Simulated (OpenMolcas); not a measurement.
**neutral iron: effect of the level shift or regulariser**

```
Program             : OpenMolcas 26.06
Basis               : ANO-RCC-VQZP [7s6p4d3f2g1h]
Scalar Hamiltonian  : DKH2, point nucleus
Active space        : 6 electrons in 5 orbitals (3d)
State averaging     : 2S+1 = 5 even, 5 roots; 2S+1 = 3 even, 45 roots; 2S+1 = 1 even, 50 roots (35 in the spin-orbit step)
Spin-orbit coupling : state interaction with AMFI integrals over the reference wave functions, term energies averaged over their components
```

Methods on the same reference wave functions:
A. CASSCF
B. MS-CASPT2, IPEA 0.25 Eh, imaginary shift 0.1 Eh (closed shells correlated: 3s 3p 4s)
C. MS-CASPT2, IPEA 0.25 Eh, sigma2 regulariser 0.3 Eh (closed shells correlated: 3s 3p 4s)

Energies in cm⁻¹ above 3d⁶ 4s² ⁵D₄, the measured ground level; measured values from NIST Handbook of Basic Atomic Spectroscopic Data.

```json
{"Level": "3d⁶ 4s² ⁵D₄", "A": "0.0", "B": "0.0", "C": "0.0", "Measured": "0.0"}
{"Level": "3d⁶ 4s² ⁵D₃", "A": "424", "B": "427", "C": "427", "Measured": "416"}
{"Level": "3d⁶ 4s² ⁵D₂", "A": "725", "B": "725", "C": "725", "Measured": "704"}
{"Level": "3d⁶ 4s² ⁵D₁", "A": "921", "B": "917", "C": "917", "Measured": "888"}
{"Level": "3d⁶ 4s² ⁵D₀", "A": "1017", "B": "1011", "C": "1011", "Measured": "978"}
{"Level": "3d⁶ 4s² ³H₆", "A": "21897", "B": "18800", "C": "18800", "Measured": "19390"}
{"Level": "3d⁶ 4s² ³H₅", "A": "22121", "B": "19010", "C": "19010", "Measured": "19621"}
{"Level": "3d⁶ 4s² ³H₄", "A": "22292", "B": "19160", "C": "19170", "Measured": "19788"}
{"Level": "3d⁶ 4s² ³P₂(1)", "A": "23964", "B": "17730", "C": "17840", "Measured": "18378"}
{"Level": "3d⁶ 4s² ³F₄(1)", "A": "25077", "B": "20000", "C": "20030", "Measured": "20641"}
{"Level": "3d⁶ 4s² ³P₁(1)", "A": "25203", "B": "18970", "C": "19080", "Measured": "19552"}
{"Level": "3d⁶ 4s² ³F₃(1)", "A": "25309", "B": "20210", "C": "20240", "Measured": "20874"}
{"Level": "3d⁶ 4s² ³F₂(1)", "A": "25482", "B": "20370", "C": "20400", "Measured": "21039"}
{"Level": "3d⁶ 4s² ³P₀(1)", "A": "25735", "B": "19500", "C": "19600", "Measured": "20038"}
{"Level": "3d⁶ 4s² ³G₅", "A": "27656", "B": "23130", "C": "23130", "Measured": "23784"}
{"Level": "3d⁶ 4s² ³G₄", "A": "28049", "B": "23500", "C": "23500", "Measured": "24119"}
{"Level": "3d⁶ 4s² ³G₃", "A": "28229", "B": "23670", "C": "23670", "Measured": "24339"}
{"Level": "3d⁶ 4s² ¹I₆", "A": "32934", "B": "28560", "C": "28560", "Measured": "29313"}
{"Level": "3d⁶ 4s² ¹G₄", "A": "34714", "B": "29340", "C": "29380", "Measured": "29799"}
{"Level": "3d⁶ 4s² ³D₁", "A": "35792", "B": "28980", "C": "28990", "Measured": "29320"}
{"Level": "3d⁶ 4s² ³D₂", "A": "35825", "B": "29000", "C": "29010", "Measured": "29357"}
{"Level": "3d⁶ 4s² ³D₃", "A": "35938", "B": "29130", "C": "29130", "Measured": "29372"}
{"Level": "3d⁶ 4s² ¹S₀", "A": "40336", "B": "32650", "C": "32720", "Measured": ""}
{"Level": "3d⁶ 4s² ¹D₂", "A": "43224", "B": "34320", "C": "34420", "Measured": "34637"}
```

Deviations, from unrounded energies. A percentage is the sum of absolute deviations over the sum of measured energies, with the sign that they share, or ± where signs differ.

| Against measurement | Levels | A | B | C |
| --- | --- | --- | --- | --- |
| mean absolute deviation (cm-1) | 22 | 3900 | 460 | 430 |
| fine structure of the ground term (%) | 4 | +3.4 | +3.1 | +3.1 |
| other terms of the ground configuration (%) | 18 | +19.9 | -2.3 | -2.2 |

B, C lie about equally close to measurement and A furthest from it. The largest miss of C in the table is 3d⁶ 4s² ¹I₆, by -750 cm-1. The ranking rests on the paired levels alone, and a cruder setting can come out closer through cancelling errors.

Between B and C the level of the table that moves most is 3d⁶ 4s² ³P₂(1), by 110 cm-1 (lowest in B, highest in C). Moves below CASPT2's spread within the term are not significant.

The mean deviations of B to C differ by less than CASPT2's widest spread within a term (1300 cm-1), so their order carries little weight.

From A to B the spin-free energies of the other terms of 3d⁶ 4s² shown, above ⁵D, scale by factors of 0.74 to 0.87, as is usual when dynamic correlation screens the repulsion within a d or f shell.

The lowest spin-free term lies below A's lowest term by 0.622 hartree in B, 0.622 hartree in C.

CASPT2 breaks the degeneracy within a term, and the mean is taken; among the terms shown or strongly mixed into the levels shown the widest spread is 1300 cm-1 (3d⁶ 4s² ¹I, C). Some high roots are left out of the spin-orbit mixing, which shifts the levels that they would mix with. With the s shell closed, the reference lacks s² → p², s² → d² and s → d mixing, so excited terms can stand far too high and out of order, with CASPT2 too. Without dynamic correlation excited terms often stand tens of per cent too high (terms of higher spin than the ground term too low), and those without a measured partner can miss by more than the paired ones (holds for A). The CASPT2 spread within a term exceeds the gap to the next term for 3d⁶ 4s² ¹I and 3d⁶ 4s² ³D, 3d⁶ 4s² ³D and 3d⁶ 4s² ¹G, so the order of their levels is uncertain (holds for B; C). Measured partners are found by configuration, term and J. A level has none where our copy of the source lacks it or the pairing is in doubt (some pairs that miss far off the trend of their configuration count as doubtful), and it then counts in no deviation. Only configurations of the active space appear. The table leaves out levels that lie high or whose names do not pair safely across all columns.

A number in round brackets counts repeated terms of one configuration in the order of the reference energies.
